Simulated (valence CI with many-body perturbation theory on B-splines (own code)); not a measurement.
## E1 line list for Hg L

Calculated by relativistic CI+MBPT: three valence electrons over a frozen Dirac-Fock core [Ar] 3d10, radial functions for each j: 11 s, 11 p, 10 d, 8 f, 5 g, 2 h, with the one-electron correlation potential Σ1 (screened to all orders), the two-electron term Σ2, the three-electron term Σ3, Breit, model QED; selected single and double excitations, second order for the rest, scaled by the run's own slope (own B-spline code, finite nucleus).

No measured spectrum was set against this ion. As an estimate, large intervals hold to a few tenths of a per cent, small ones and those within an open d or f shell to about a per cent.

Lines 51 to 100 of 562 in falling wavelength, among levels below 8291.2 × 10³ cm⁻¹, chosen from the strongest by gf and those to the six lowest levels. Wavelengths and rates use the calculated energies. Electric multipoles are in the length gauge with retardation, E1 and E2 with the static RPA response of the core. Weak lines are less certain than strong ones. Lines between different terms over intervals too small for the method are left out, as are lines whose strength nearly cancels. The highest levels of a list are the least certain.

Levels are named by their leading jj configuration (3d3/2^4 stands for four electrons in 3d with j = 3/2), which in mixed levels can hold well under half, so a name can repeat and another be missing. Letters in brackets count levels of one name in rising energy.

```
λ vac (nm)                          Upper                          Lower   A (s⁻¹)  S (a.u.)
     9.900          (4p1/2 4p3/2^2) J=3/2             (4s 4p3/2^2) J=5/2  5.41e+10  1.04e-01
     9.866          (4p1/2^2 4p3/2) J=3/2         (4s 4p1/2 4p3/2) J=5/2  7.81e+10  1.48e-01
     9.835          (4p1/2 4p3/2^2) J=5/2             (4s 4p3/2^2) J=5/2  3.42e+10  9.64e-02
     9.816  (4p1/2 4p3/2 4d5/2) J=5/2 [b]     (4s 4p3/2 4d5/2) J=7/2 [a]  2.80e+10  7.85e-02
     9.642      (4p1/2 4p3/2 4d5/2) J=9/2         (4s 4p3/2 4d5/2) J=9/2  3.52e+10  1.56e-01
     9.585  (4p1/2 4p3/2 4d3/2) J=5/2 [b]         (4s 4p3/2 4d3/2) J=7/2  5.87e+10  1.53e-01
     9.168          (4p1/2^2 4p3/2) J=3/2     (4s 4p1/2 4p3/2) J=3/2 [a]  2.03e+10  3.08e-02
     8.197     (4s 4p1/2 4d3/2) J=3/2 [a]     (4s 4p1/2 4p3/2) J=3/2 [b]  2.09e+10  2.27e-02
     7.763         (4s 4p1/2 4d3/2) J=5/2     (4s 4p1/2 4p3/2) J=3/2 [b]  2.40e+09  3.32e-03
     7.536     (4s 4p1/2 4d3/2) J=3/2 [a]         (4s 4p1/2 4p3/2) J=5/2  7.27e+09  6.15e-03
     7.234      (4p1/2 4d3/2 4d5/2) J=9/2      (4p1/2 4p3/2 4d5/2) J=9/2  5.29e+10  9.89e-02
     7.167         (4s 4p1/2 4d3/2) J=5/2         (4s 4p1/2 4p3/2) J=5/2  2.99e+10  3.26e-02
     7.122     (4s 4p1/2 4d3/2) J=3/2 [a]     (4s 4p1/2 4p3/2) J=3/2 [a]  7.85e+09  5.60e-03
     7.114         (4s 4p1/2 4d3/2) J=1/2     (4s 4p1/2 4p3/2) J=3/2 [b]  3.50e+09  1.24e-03
     7.043     (4s 4p1/2 4d3/2) J=3/2 [b]     (4s 4p1/2 4p3/2) J=3/2 [b]  1.20e+10  8.28e-03
     6.792         (4s 4p1/2 4d3/2) J=5/2     (4s 4p1/2 4p3/2) J=3/2 [a]  1.90e+09  1.77e-03
     6.782             (4s^2 4d3/2) J=3/2             (4s^2 4p3/2) J=3/2  1.08e+10  6.68e-03
     6.549     (4s 4p1/2 4d3/2) J=3/2 [b]         (4s 4p1/2 4p3/2) J=5/2  1.66e+09  9.23e-04
     6.531     (4s 4p3/2 4f7/2) J=7/2 [a]     (4s 4p3/2 4d5/2) J=7/2 [a]  4.66e+10  5.12e-02
     6.466     (4s 4p1/2 4d5/2) J=5/2 [a]     (4s 4p1/2 4p3/2) J=3/2 [b]  4.75e+09  3.80e-03
     6.345     (4s 4p3/2 4f7/2) J=5/2 [a]     (4s 4p3/2 4d5/2) J=3/2 [a]  8.61e+10  6.51e-02
     6.343         (4s 4p1/2 4f7/2) J=5/2         (4s 4p1/2 4d5/2) J=3/2  2.19e+11  1.65e-01
     6.331     (4s 4p1/2 4f7/2) J=7/2 [b]     (4s 4p1/2 4d5/2) J=5/2 [b]  1.62e+11  1.62e-01
     6.324        (4s 4d5/2 4f7/2) J=11/2     (4s 4p3/2 4f7/2) J=9/2 [b]  3.04e+11  4.55e-01
     6.309         (4s 4d5/2 4f7/2) J=7/2             (4s 4d5/2^2) J=5/2  8.40e+10  8.33e-02
     6.296     (4s 4p3/2 4f7/2) J=7/2 [a]     (4s 4p3/2 4d5/2) J=5/2 [a]  9.55e+10  9.41e-02
     6.290         (4s 4p1/2 4d3/2) J=1/2     (4s 4p1/2 4p3/2) J=3/2 [a]  1.05e+10  2.57e-03
     6.264         (4s 4d5/2 4f7/2) J=7/2         (4s 4d5/2^2) J=7/2 [a]  6.19e+10  6.01e-02
     6.249             (4s^2 4f7/2) J=7/2             (4s^2 4d5/2) J=5/2  1.92e+11  1.85e-01
     6.241     (4s 4p3/2 4f7/2) J=9/2 [b]     (4s 4p3/2 4d5/2) J=7/2 [b]  7.12e+10  8.55e-02
     6.241      (4p1/2 4d3/2 4d5/2) J=9/2      (4p1/2 4p3/2 4d3/2) J=7/2  6.03e+10  7.24e-02
     6.235     (4s 4d3/2 4f7/2) J=7/2 [a]     (4s 4d3/2 4d5/2) J=5/2 [a]  1.27e+11  1.22e-01
     6.234     (4s 4p1/2 4d3/2) J=3/2 [b]     (4s 4p1/2 4p3/2) J=3/2 [a]  2.47e+10  1.18e-02
     6.231     (4s 4d5/2 4f5/2) J=5/2 [b]     (4s 4p3/2 4f5/2) J=3/2 [b]  7.77e+10  5.56e-02
     6.218     (4s 4p1/2 4f7/2) J=7/2 [a]     (4s 4p1/2 4d5/2) J=5/2 [a]  2.09e+11  1.98e-01
     6.214     (4s 4d5/2 4f5/2) J=7/2 [b]     (4s 4p3/2 4f5/2) J=5/2 [b]  1.07e+11  1.01e-01
     6.203          (4p1/2^2 4f7/2) J=7/2          (4p1/2^2 4d5/2) J=5/2  2.00e+11  1.88e-01
     6.200     (4s 4d3/2 4f7/2) J=5/2 [a]     (4s 4d3/2 4d5/2) J=3/2 [a]  1.62e+11  1.14e-01
     6.194     (4s 4d3/2 4f7/2) J=5/2 [b]     (4s 4d3/2 4d5/2) J=3/2 [b]  1.20e+11  8.43e-02
     6.192         (4s 4d5/2 4f7/2) J=5/2             (4s 4d5/2^2) J=5/2  2.32e+11  1.63e-01
     6.190  (4p1/2 4p3/2 4f7/2) J=7/2 [b]  (4p1/2 4p3/2 4d5/2) J=5/2 [a]  1.26e+11  1.18e-01
     6.186         (4s 4p1/2 4f7/2) J=9/2         (4s 4p1/2 4d5/2) J=7/2  1.82e+11  2.12e-01
     6.183         (4s 4d5/2 4f7/2) J=7/2     (4s 4p3/2 4f7/2) J=7/2 [b]  5.76e+10  5.37e-02
     6.180     (4s 4d3/2 4f7/2) J=9/2 [b]     (4s 4d3/2 4d5/2) J=7/2 [b]  1.39e+11  1.62e-01
     6.173     (4s 4d5/2 4f5/2) J=9/2 [b]     (4s 4p3/2 4f7/2) J=9/2 [b]  5.02e+10  5.83e-02
     6.163        (4s 4d3/2 4f7/2) J=11/2         (4s 4d3/2 4d5/2) J=9/2  1.55e+11  2.15e-01
     6.159  (4p1/2 4p3/2 4f7/2) J=7/2 [a]  (4p1/2 4p3/2 4d5/2) J=7/2 [a]  1.10e+11  1.01e-01
     6.150     (4s 4p3/2 4f7/2) J=5/2 [a]     (4s 4p3/2 4d5/2) J=5/2 [a]  1.13e+11  7.81e-02
     6.142     (4s 4d3/2 4f7/2) J=9/2 [a]     (4s 4d3/2 4d5/2) J=7/2 [a]  1.72e+11  1.97e-01
     6.141  (4p1/2 4p3/2 4d5/2) J=3/2 [a]          (4p1/2 4p3/2^2) J=3/2  1.56e+11  7.14e-02
```
